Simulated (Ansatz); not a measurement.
Hg₄Se₄⁻. Total charge -1; doublet. Geometry r2SCAN-D4/def2-SVP, that of the neutral singlet; atoms count from 1.

```xyz
8

Hg    0.4726    1.9289    1.6432
Hg   -0.0138   -0.7985   -1.1206
Hg   -0.8591   -1.0463    2.0715
Hg   -0.3421   -2.1474   -4.0044
Se   -0.5110   -2.7845    0.3232
Se    0.3443    1.5262   -1.9926
Se    1.8967    2.2964   -0.3741
Se   -0.9875    1.0252    3.4538
```

In the def2 sets Hg takes a core potential; there is no spin–orbit coupling. The highest occupied level of the charge -1 doublet lies above zero (up to 0.07 eV). By energy differences its removal costs 1.19 eV (vertical, to the charge 0 singlet, at PBE0-D4/def2-SVP); self-interaction error and the lack of diffuse functions both raise the level. The structure comes from a short search, and lower isomers may exist.

Problem. Estimate the Mulliken populations from the PBE0/def2-SVP orbitals of Ansatz.

Solution. 
| atom | charge (e) | spin (α − β) | d electrons |
| --- | --- | --- | --- |
| Hg1 | 0.28 | 0.06 | 9.94 |
| Hg2 | 0.12 | 0.27 | 9.94 |
| Hg3 | 0.20 | 0.17 | 9.94 |
| Hg4 | -0.10 | 0.14 | 9.99 |
| Se5 | -0.44 | 0.10 | – |
| Se6 | -0.29 | 0.13 | – |
| Se7 | -0.30 | 0.08 | – |
| Se8 | -0.47 | 0.04 | – |
Mulliken values and Mayer orders depend strongly on the basis.

Problem. Where does the spin sit?

Solution. Summed by element: Hg 0.64, Se 0.36, of 1 unpaired in all. Largest on single atoms: Hg2 0.27, Hg3 0.17, Hg4 0.14.

Problem. And the Mayer bond orders between bonded heavy atoms (over 0.3)?

Solution. Hg1–Se7 0.80 (2.50 Å); Hg1–Se8 0.82 (2.50 Å); Hg2–Hg4 0.34 (3.20 Å); Hg2–Se5 0.73 (2.51 Å); Hg2–Se6 0.64 (2.51 Å); Hg3–Se5 0.91 (2.49 Å); Hg3–Se8 0.77 (2.49 Å); Se6–Se7 1.00 (2.37 Å).
